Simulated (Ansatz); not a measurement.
B8P8⁺ (relaxed from a model of (BP)8 cage of four- and six-membered rings, whose bonding it doesn't keep). Total charge 1; doublet. Geometry r2SCAN-D4/def2-SVP; atoms count from 1.

```xyz
16

B     1.6388    1.4828   -0.8060
P     2.5006   -0.0081   -1.8021
B     0.7054    0.4549   -2.1976
P     0.3885    2.3961   -1.8996
B    -0.2844    1.8304   -0.1993
P     1.1898    1.7035    1.0284
B     0.7495   -0.0598    1.7045
P     1.2781   -1.7183    0.8882
B     1.1770   -1.0926   -0.9444
P    -0.4197   -1.0669   -2.0151
B    -1.6421   -0.6780   -0.5609
P    -2.0482    1.0818    0.0985
P    -0.6220   -0.4252    2.9888
B    -0.4955   -1.6783    1.5721
P    -2.2671   -1.9628    0.7129
B    -1.8487   -0.2593    1.4314
```

Problem. Estimate the Mulliken populations from the PBE0/def2-SVP orbitals of Ansatz.

Solution. 
| atom | charge (e) | spin (α − β) |
| --- | --- | --- |
| B1 | -0.03 | 0.02 |
| P2 | 0.19 | 0.08 |
| B3 | -0.03 | 0.02 |
| P4 | 0.19 | 0.08 |
| B5 | -0.11 | 0.01 |
| P6 | 0.20 | 0.14 |
| B7 | -0.11 | 0.01 |
| P8 | 0.20 | 0.14 |
| B9 | -0.11 | 0.01 |
| P10 | 0.20 | 0.14 |
| B11 | -0.11 | 0.01 |
| P12 | 0.20 | 0.14 |
| P13 | 0.19 | 0.08 |
| B14 | -0.03 | 0.02 |
| P15 | 0.19 | 0.08 |
| B16 | -0.03 | 0.02 |
Mulliken values depend strongly on the basis.

Problem. Where does the spin sit?

Solution. Summed by element: B 0.11, P 0.89, of 1 unpaired in all. Largest on single atoms: P12 0.14, P10 0.14, P8 0.14.

Problem. And the Mayer bond orders between heavy atoms (over 0.3)?

Solution. B1–P2 0.82 (1.99 Å); B1–P4 0.93 (1.90 Å); B1–P6 0.96 (1.90 Å); P2–B3 0.93 (1.90 Å); P2–B9 0.99 (1.91 Å); B3–P4 0.82 (1.99 Å); B3–P10 0.96 (1.90 Å); P4–B5 0.99 (1.91 Å); B5–P6 0.97 (1.92 Å); B5–P12 0.96 (1.94 Å); P6–B7 0.96 (1.94 Å); B7–P8 0.97 (1.92 Å); B7–P13 0.99 (1.91 Å); P8–B9 0.96 (1.94 Å); P8–B14 0.96 (1.90 Å); B9–P10 0.97 (1.92 Å); P10–B11 0.96 (1.94 Å); B11–P12 0.97 (1.92 Å); B11–P15 0.99 (1.91 Å); P12–B16 0.96 (1.90 Å); P13–B14 0.93 (1.90 Å); P13–B16 0.82 (1.99 Å); B14–P15 0.82 (1.99 Å); P15–B16 0.93 (1.90 Å).
